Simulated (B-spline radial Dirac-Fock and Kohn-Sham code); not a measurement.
**L1 emission of Pm³⁺**

System: the Pm³⁺ ion, [Xe] 4f4, inside a Watson sphere of charge -3 and radius 2.7 Å (a model of the Madelung potential; inside it an electron's potential energy is raised by 16.0 eV).

The run's input, task.json:

```json
{"items": [{
  "Z": 61,
  "q": 3,
  "cfg": [[1, 0, 2], [2, 0, 2], [2, 1, 6], [3, 0, 2], [3, 1, 6], [3, 2, 10], [4, 0, 2], [4, 1, 6], [4, 2, 10], [4, 3, 4], [5, 0, 2], [5, 1, 6]],
  "A": 145,
  "rrms": 4.962,
  "watson": [-3, 2.7],
  "do": ["binding", "quiet", "decay"],
  "holes": ["K", "L1", "L2", "L3", "M1", "M2", "M3", "M4", "M5", "N1", "N2", "N3", "N4", "N5"]
}]}
```

Command: `python xray_run.py task.json out`

Calculated with a B-spline atomic structure program, using one-electron (LDA, Dirac) transition rates at Dirac-Fock energies.

```csv
line,multipole,energy (eV),rate (s⁻¹),share (%)
L1-L2,E1,419.8,1.93e+11,0.0402
L1-L3,E1,973.3,5.33e+12,1.11
Lβ4,E1,5958.4,1.47e+14,30.6
Lβ3,E1,6071.7,2.18e+14,45.2
L1-M4,E2,6379.7,2.90e+12,0.603
L1-M5,E2,6403.5,4.34e+12,0.901
Lγ2,E1,7162.0,3.47e+13,7.22
Lγ3,E1,7186.7,5.33e+13,11.1
L1-N4,E2,7303.4,3.86e+11,0.0801
L1-N5,E2,7307.7,5.93e+11,0.123
L1-O2,E1,7415.3,5.73e+12,1.19
Lγ4,E1,7419.1,8.78e+12,1.83
```

The listed lines hold 100.0 % of the radiative rate. The radiative width is 0.317 eV in the length form and 0.317 eV in the velocity form; the two differ because the transition energies are not eigenvalue differences of the potential that gave the orbitals.
